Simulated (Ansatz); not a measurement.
C2H5 (SMILES [CH2-]C), charge -1, singlet, at a GFN2-xTB geometry (a gas-phase anion, which may not be bound at this level); HF/STO-3G (Ansatz, a program for electronic structure).

The Ansatz input:
Ansatz 0.2 input:
```yaml
crystal:
  periodic: [false, false, false]
  atoms:
    - {symbol: C, position_ang: [-0.01030605, 0.12039198, 0.84239216]}
    - {symbol: C, position_ang: [0.00777321, 0.03042594, -0.68103923]}
    - {symbol: H, position_ang: [-0.90060325, -0.50218287, 1.18466735]}
    - {symbol: H, position_ang: [0.87721669, -0.49440679, 1.20530634]}
    - {symbol: H, position_ang: [0.01788960, -0.99414568, -1.16642992]}
    - {symbol: H, position_ang: [-0.87309007, 0.53904978, -1.10608662]}
    - {symbol: H, position_ang: [0.89378407, 0.54677798, -1.08557470]}
basis:
  gaussian:
    orbitals: STO-3G
hamiltonian:
  xc: hf
total_charge: -1
scf: {lower_state_search: light}
```

The log (banner, timings and long lists left out):

```
Functional definition: HF
203 factors; integrals over basis functions are off by at most 3.6e-5 eV
mean field evaluation 1: about -2105.5468 eV, gradient 1.8e1 eV
mean field evaluation 2: about -2105.6738 eV, gradient 1.8e1 eV
mean field evaluation 4: about -2106.8177 eV, gradient 1.4e0 eV
mean field evaluation 8: about -2106.8288 eV, gradient 2.1e-5 eV
mean field -2106.82879584 eV, -77.4245301872 hartree, gradient 4.7e-5 eV, S^2 0.000000; 0 other end points of the search recorded, 0 dependent functions left out
reference -2106.82879584 eV, -77.4245301872 hartree; 9, 9 occupied and 6, 6 virtual orbitals, 203 factors
Total energy: -2106.82879584 eV, -77.4245301872 hartree
```
